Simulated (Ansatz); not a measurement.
## C2H7Sn−: structure from calculated spectroscopic constants

These gas-phase data were calculated for one isomer of C2H7Sn− at PBE0-D3(BJ)/def2-SVPD (harmonic, unscaled wavenumbers; equilibrium rotational constants with average atomic masses):

| Property | Result |
| --- | --- |
| rotational constants | 7.075, 5.344, 3.302 GHz |
| all wavenumbers above 1500 cm⁻¹ | 3112, 3112, 3108, 3108, 3008, 3008, 1542 |

Candidates:

(1) `[CH2-][SnH2][CH3]`, a singlet
(2) `C[CH2][SnH2-]`, a singlet
(3) `[CH3][SnH-][CH3]`, a singlet

Problem. Which candidate do the data belong to?

Solution. Candidate (3). 6 modes lie between 2750 and 3290 cm⁻¹, one for each C–H bond, while (1) has 5, (2) has 5.

The same quantities for all candidates:

```tsv
	rotational constants (GHz)	wavenumbers above 1500 cm⁻¹	E above the lowest, PBE0-D3(BJ)/def2-SVPD (kcal/mol)
(1)	10.99, 4.737, 3.604	3144, 3135, 3076, 3032, 2995, 1755, 1573	45.0
(2)	21.45, 2.685, 2.539	3101, 3078, 3048, 3028, 2964, 1567, 1560	2.3
(3)	7.075, 5.344, 3.302	3112, 3112, 3108, 3108, 3008, 3008, 1542	0.0
```

Harmonic stretches to hydrogen usually lie a few per cent above observed fundamentals. Each candidate is one conformer. Atoms past krypton carry core potentials. Programs: Ansatz 0.2.0.
